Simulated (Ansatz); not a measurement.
# Redistribution: C2H8OSi + C2H10GeSi → C2H10OSi2 + C2H8Ge

Species: C2H8OSi `CC[SiH2]O`, singlet; C2H10GeSi `[SiH3]C[CH2][GeH3]`, singlet; C2H10OSi2 `O[SiH2]CC[SiH3]`, singlet; C2H8Ge (ethylgermane) `C[CH2][GeH3]`, singlet. The partners trade H for SiH3; both sit on C, so the bond types are kept.

Shapes, held fixed at every level: PBE0-D4/def2-TZVP. Flexible molecules stand in one conformer, not always the lowest. Programs: Ansatz 0.2.0. Electronic energies: no zero-point or thermal term.

```tsv
level	kind	ΔE (kJ/mol)	less CCSD(T)/def2-TZVPP
HF/def2-TZVPP	Hartree–Fock	+6.5	+5.3
PBE-D4/def2-TZVPP	GGA	-1.3	-2.5
B3LYP-D4/def2-TZVPP	global hybrid	-0.9	-2.1
wB97X-V/def2-TZVPP	range-separated hybrid	+0.2	-1.0
B2PLYP/def2-TZVPP	double hybrid	+2.6	+1.4
MP2/def2-TZVPP	perturbation theory	+1.8	+0.6
CCSD(T)/def2-TZVPP	coupled cluster or CI	+1.2	0.0
```

The highest level, CCSD(T)/def2-TZVPP, gives ΔE = +1.2 kJ/mol; the levels span -1.3 to +6.5. That is about zero within the method's error. They disagree on the sign: 5 of 7 are positive. The column of differences is taken from that level and isn't an error. No measured value is set beside it here. Relativity is left out for Ge. Outer-core shells of Ge are correlated, in sets that cover them unevenly.
